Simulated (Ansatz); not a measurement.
## Worked example: C4H7B + C2H2F4O → C3H4BF + C3H5F3O

Species: C4H7B `C#CB(C)C`, singlet; C2H2F4O `FC(F)OC(F)F`, singlet; C3H4BF `C#CB(C)F`, singlet; C3H5F3O `CC(F)OC(F)F`, singlet. The partners trade CH3 for F: B–CH3 and C–F bonds give way to B–F and C–CH3.

Shapes, held fixed at every level: PBE0-D4/def2-TZVP. Flexible molecules stand in one conformer, not always the lowest. Programs: Ansatz 0.2.0. Electronic energies: no zero-point or thermal term.

At CCSD(T)/CBS estimate; 1 Eh = 2625.50 kJ/mol:

```
species  energy (Eh)
  C4H7B  -181.179739
C2H2F4O  -551.640310
 C3H4BF  -241.165815
C3H5F3O  -491.717913
```

**Question.** Work out ΔE of the reaction at this level.

**Answer.** 
1. Products less reactants: (-241.165815) + (-491.717913) − [(-181.179739) + (-551.640310)] = -0.063679 Eh = -167.2 kJ/mol.

Other levels give -165.0 (B2PLYP/def2-TZVPP) to -151.1 kJ/mol (PBE-D4/def2-TZVPP). No measured value is set beside it here. The CBS estimate extrapolates MP2 from def2-TZVPP and def2-QZVPP and adds CCSD(T) − MP2 in the triple-zeta set, cores frozen.
